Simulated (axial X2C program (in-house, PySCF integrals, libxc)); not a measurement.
# Nuclear properties of SInS

Computed with an in-house all-electron X2C program for linear molecules (integrals from PySCF): two-component X2C with atomic mean-field Coulomb and Gaunt terms, Gaussian nuclei, basis S dyall-av3z, In dyall-v3z with contracted cores.

S–In–S held linear, with bonds 2.242 and 2.242 Å (near the PBE0 minimum at charge 0 of the determinant lowest at the starting distance; the state shown can have its own minimum elsewhere, held linear; other orders of the atoms were not compared).

Determinant lowest in the PBE0 search, Ω = 3/2 (⟨Sz⟩ = 0.50, ⟨Lz⟩ = 1.00 at PBE0), spin on the atoms S 0.29, In -0.08, S 0.29:

```json
{"level": "PBE0", "A∥/gI S (MHz)": "130", "qzz S (a.u.)": "1.02", "A∥/gI In (MHz)": "-93.7", "qzz In (a.u.)": "-5.41"}
{"level": "HF", "A∥/gI S (MHz)": "187", "qzz S (a.u.)": "0.60", "A∥/gI In (MHz)": "-401", "qzz In (a.u.)": "-6.50"}
{"level": "r2SCAN", "A∥/gI S (MHz)": "128", "qzz S (a.u.)": "1.02", "A∥/gI In (MHz)": "-65.6", "qzz In (a.u.)": "-5.10"}
```

Determinant 0.04 eV from it at PBE0 and this distance, Ω = 1/2 (⟨Sz⟩ = -0.50, ⟨Lz⟩ = 1.00 at PBE0), spin on the atoms S -0.29, In 0.08, S -0.29:

| level | A∥/gI S (MHz) | qzz S (a.u.) | A∥/gI In (MHz) | qzz In (a.u.) |
| --- | --- | --- | --- | --- |
| PBE0 | 639 | 1.01 | 215 | -5.37 |
| HF | 712 | 0.57 | 582 | -6.30 |
| r2SCAN | 541 | 1.01 | 302 | -5.09 |

A∥ (defined per Ω) follows by multiplying with gI = μI/(I μN); qzz is the electric field gradient, eQq0 = 234.96 MHz × Q/barn × qzz. The operators were transformed with the bare-nucleus X2C matrices; with these basis sets, hyperfine constants and field gradients can be off by tens of per cent, and where levels differ in sign neither size nor sign is settled.

(1) With gI(33S) = 0.4292, Q(33S) = -0.0694 barn, Q(115In) = 0.772 barn (g factors from the IAEA table of nuclear moments by Stone; Q from Pyykkö, Mol. Phys. 2018), turn the PBE0 values of the first state into constants in MHz.

The molecule was held linear; bending was not examined, so a bent shape may lie lower.

Each state is one determinant with collinear spin. Unrestricted Hartree–Fock can overshoot spin polarisation at the nuclei. The search compared states at one distance, so a state with another bond length can lie lower. Where a field gradient or hyperfine factor spreads by more than a factor of two over the levels, a constant derived from it is not to be relied on. PBE0 term energies can be off by some tenths of an eV.

## Answers

(1) A∥(33S) = 130 × 0.4292 = 55.8 MHz; eQq0(33S) = 234.96 × (-0.0694) × (1.02) = -16.6 MHz; eQq0(115In) = 234.96 × (0.772) × (-5.41) = -981 MHz.
